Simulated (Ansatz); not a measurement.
`[NH2][Ga]([Br])[Br]` + `O[SiH3]` → `[SiH3][O][Ga]([Br])[Br]` + NH₃  (ligand exchange at a Ga–N bond)

Program: Ansatz. Geometries: PBE0-D4/def2-TZVP. ΔE: electronic, gas phase. CCSD(T)/CBS is the MP2 limit (def2-TZVPP, def2-QZVPP) plus CCSD(T) − MP2 in def2-TZVPP, frozen cores. This one scheme is used for every species. Functionals use def2-TZVPP. For Br, Ga outer-core shells are correlated without core-valence functions, which leaves a few kJ/mol of doubt a bond. Scalar relativity is left out up to krypton. Each species was taken in one conformer, which may not be the lowest.

| level | ΔE (kJ/mol) | difference from CCSD(T)/CBS |
| --- | --- | --- |
| r2SCAN-D4 | -25.8 | -1.8 |
| B97M-V | -31.3 | -7.3 |
| r2SCAN0-D4 | -25.0 | -1.0 |
| CAM-B3LYP-D4 | -25.4 | -1.4 |
| ωB97X-V | -24.6 | -0.6 |
| B2PLYP | -25.9 | -1.9 |
| BLYP | -23.4 | 0.6 |
| CAM-B3LYP | -21.8 | 2.2 |
| HF/def2-SVP | -33.0 | -9.0 |
| CCSD/def2-TZVPP | -27.8 | -3.8 |
| CCSD(T)/CBS | -24.0 | 0 |

Largest T1 diagnostic among the species: 0.011.

The D4 term adds −5.1 kJ/mol with B3LYP and −3.1 kJ/mol with PBE0; it sums over pairs of atoms, weighted by their polarisabilities, and B3LYP, whose exchange is more repulsive, gets the larger term. At CCSD(T), def2-SVP lies −10.1 kJ/mol from the extrapolated value and def2-TZVPP −4.5 kJ/mol.

B3LYP here is the variant with VWN-RPA as its local correlation; programs differ in this.
